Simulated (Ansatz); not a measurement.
`CC(C)[SiH]` + HBr → `[SiH]Br` + `CCC` at 600 K and 1 bar (ligand exchange at the Si–C bond).

Gas-phase electronic energies from Ansatz, PBE0-D4/def2-TZVP geometries. CCSD(T)/CBS is the MP2 limit (def2-TZVPP, def2-QZVPP) plus CCSD(T) − MP2 in def2-TZVPP, frozen cores. For Br outer-core shells are correlated without core-valence functions, which leaves a few kJ/mol of doubt a bond. Scalar relativity is left out up to krypton.

| species | CCSD(T)/CBS energy (Eh) | H − E (kJ/mol) | S (J/(mol·K)) |
| --- | --- | --- | --- |
| `CC(C)[SiH]` | -407.98328 | 318.5 | 394.4 |
| HBr | -2573.91920 | 33.5 | 219.1 |
| `[SiH]Br` | -2862.97869 | 44.0 | 294.9 |
| `CCC` | -118.98051 | 315.9 | 335.6 |

H − E and S are ideal-gas, rigid-rotor, harmonic terms from PBE0-D4/def2-TZVP, for one conformer and one mirror image of each species. 1 Eh = 2625.50 kJ/mol, R = 8.31446 J/(mol·K).

By hand: ΔE, ΔH, ΔS and ΔG.

ΔE = (-2862.97869) + (-118.98051) − (-407.98328) − (-2573.91920) = -0.05672 Eh = -148.9 kJ/mol. Δ(H − E) = 44.0 + 315.9 − 318.5 − 33.5 = 7.9, so ΔH = -141.0 kJ/mol. ΔS = 294.9 + 335.6 − 394.4 − 219.1 = 17.0 J/(mol·K). ΔG = -141.0 − 600 × (17.0)/1000 = -151.2 kJ/mol.

By hand: the equilibrium constant, and the temperature at which ΔG would vanish if ΔH and ΔS stayed fixed.

log₁₀ K = −ΔG/(RT ln 10) = 13.2. ΔH and −TΔS have one sign here, so there is no such temperature.

ΔH outweighs TΔS. A doubt of 5 kJ/mol in ΔE shifts log₁₀ K by 0.4 here. Other conformers and mirror images would add mixing entropy, several J/(mol·K) or more a flexible species. These are equilibria of isolated gas molecules and say nothing of rates. Largest T1 diagnostic: 0.012 (customary marks: 0.02 for closed shells, 0.045 for open ones).
